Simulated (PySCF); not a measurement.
Compound: C4H7AlO2.
Cartesian coordinates in Å at the GFN2-xTB level; atoms count from 1:
```
atom  x, y, z in Å
C1     2.5123   -0.1380   -0.3525
Al2    0.9177    0.0456    0.8243
O3    -0.3495   -1.2403    0.4657
C4    -1.5338   -1.1406    0.0422
C5    -2.1438    0.0533   -0.3204
C6    -1.4322    1.2412   -0.2172
O7    -0.2413    1.3285    0.1902
H8     2.5354   -1.0663   -0.9343
H9     3.4305   -0.1286    0.2400
H10    2.6128    0.6748   -1.0807
H11    0.8843    0.2071    2.3542
H12   -2.1091   -2.0722   -0.0451
H13   -3.1577    0.0573   -0.6787
H14   -1.9262    2.1776   -0.5098
```

Jobs on this species (14 atoms, 60 electrons) with PySCF (density fitting). Hardware of each: one thread of an Intel Xeon at 2.50 GHz, no GPU, on a shared host. Times come from a shared host and carry two figures at best. Peak memory is the resident size of the whole Python process, interpreter and libraries included.

```
                                                                                                            level and settings                                                                                                  work  basis functions  SCF cycles  wall time  peak memory
PBE0/6-31G, IEF-PCM tetrahydrofuran, fitting basis def2-universal-jkfit, damping 0.1 at the start, DIIS from the seventh cycle                               spin–spin couplings from 11 perturbed nuclei, spin–dipole term left out               81           ?          ?            ?
                                                                                                                PBE0/def2-SVPD  6 singlets by full TDDFT, 2 Tamm–Dancoff triplets, polarisability, density and orbital grids written              206           ?          ?            ?
                                                                                           PBE0/pcSseg-1, IEF-PCM acetonitrile                                                                    shieldings, ring-centre shieldings              161          13       45 s     0.85 GiB
                                                                                                                  HF/def2-SVPD                                          12 singlets by TDHF, 2 Tamm–Dancoff triplets, polarisability              206          10       27 s     0.81 GiB
                                                                                                                 PBE0/pcSseg-1    shieldings, ring-centre shieldings, charges and field gradients, density and orbital grids written              161          14       78 s     0.77 GiB
```

Q: Fill in the missing figures.

A: 
- PBE0/6-31G, IEF-PCM tetrahydrofuran, fitting basis def2-universal-jkfit, damping 0.1 at the start, DIIS from the seventh cycle; spin–spin couplings from 11 perturbed nuclei, spin–dipole term left out: 29 s, 0.66 GiB, 19 SCF cycles
- PBE0/def2-SVPD; 6 singlets by full TDDFT, 2 Tamm–Dancoff triplets, polarisability, density and orbital grids written: 87 s, 0.80 GiB, 14 SCF cycles

Q: What do all jobs in the table cost together?

A: About 4.4 min; the longest takes about 33 % of that, and about 3.2 times as long as the shortest.
